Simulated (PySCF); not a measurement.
# Electric field gradients and quadrupole coupling constants

C5H14OSi2.
Z-matrix (Å and degrees, GFN2-xTB geometry), rows numbered from 1:
```
C 
C   1  1.5243
C   2  1.5245  1  111.71
Si  3  1.8870  2  112.75  1   179.80
O   4  1.6268  3  108.33  2   178.61
Si  5  1.6250  4  148.12  3  -174.02
C   4  1.8785  3  125.39  2    28.93
C   7  1.5585  4   65.51  3  -108.80
H   1  1.0880  2  110.48  3    59.79
H   1  1.0880  2  110.56  3   -60.02
H   1  1.0878  2  110.73  3   179.86
H   2  1.0913  1  109.37  3  -121.30
H   2  1.0912  1  109.40  3   121.27
H   3  1.0912  2  109.25  1    57.82
H   3  1.0910  2  109.35  1   -58.24
H   6  1.4617  5  107.84  4    72.13
H   6  1.4618  5  108.91  4   -48.23
H   6  1.4588  5  102.77  4  -168.18
H   7  1.0814  4  120.76  8  -105.62
H   7  1.0809  4  121.70  8   105.30
H   8  1.0810  4  121.74  7  -105.37
H   8  1.0814  4  120.71  7   105.63
```

Field gradients from the PBE0/pcSseg-1 density (PySCF, non-relativistic), principal values in atomic units, ordered |Vxx| ≤ |Vyy| ≤ |Vzz|:

```json
{"atom": "O5", "Vxx": "-0.4466", "Vyy": "-0.6207", "Vzz": "1.0672"}
```

Question: Find the asymmetry η = (Vxx − Vyy)/Vzz and the couplings χ = eQV/h (234.96 MHz × Q in barn × V in au), with Q(17O) = −0.0256 b.

Answer: 
```tsv
atom	environment	nucleus	η	χzz (MHz)	χxx (MHz)	χyy (MHz)
O5	siloxane oxygen	17O	0.16	-6.42	2.69	3.73
```

Question: What is Vzz at O5 in SI units (1 au = 9.71736 × 10²¹ V/m²)?

Answer: 1.0672 au = 10.371 × 10²¹ V/m².

Question: And the gradient at the other heavy atoms, for which no coupling is worked out here?

Answer: 
| atom | environment | Vzz (au) | η |
| --- | --- | --- | --- |
| C1 | methyl carbon | 0.050 | 0.04 |
| C2 | chain CH2 carbon | 0.071 | 0.84 |
| C3 | sp3 carbon bound to silicon | 0.036 | 0.52 |
| Si4 | oxygen-bound silicon | 0.439 | 0.46 |
| Si6 | oxygen-bound silicon | 0.586 | 0.07 |
| C7 | sp3 carbon bound to silicon | 0.155 | 0.57 |
| C8 | sp3 carbon bound to silicon | 0.157 | 0.56 |

Question: What couplings would deuterons (Q(2H) = 0.00286 b) have in place of the hydrogens, at this geometry?

Answer: 
```csv
atom,bonded to,bond length (Å),Vzz (au),η,χzz (kHz)
H9,C1,1.088,0.3145,0.02,211
H10,C1,1.088,0.3145,0.02,211
H11,C1,1.088,0.3160,0.02,212
H12,C2,1.091,0.3043,0.03,205
H13,C2,1.091,0.3046,0.03,205
H14,C3,1.091,0.3109,0.02,209
H15,C3,1.091,0.3112,0.02,209
H16,Si6,1.462,0.1607,0.03,108
H17,Si6,1.462,0.1606,0.03,108
H18,Si6,1.459,0.1635,0.02,110
H19,C7,1.081,0.3375,0.08,227
H20,C7,1.081,0.3384,0.08,227
H21,C8,1.081,0.3382,0.08,227
H22,C8,1.081,0.3373,0.08,227
```

Isolated species at its GFN2-xTB geometry (one conformer only). GFN2-xTB bond lengths can be off by several hundredths of an ångström, more for odd bonds, and the gradients follow them. A larger basis could move these couplings by a tenth or more.
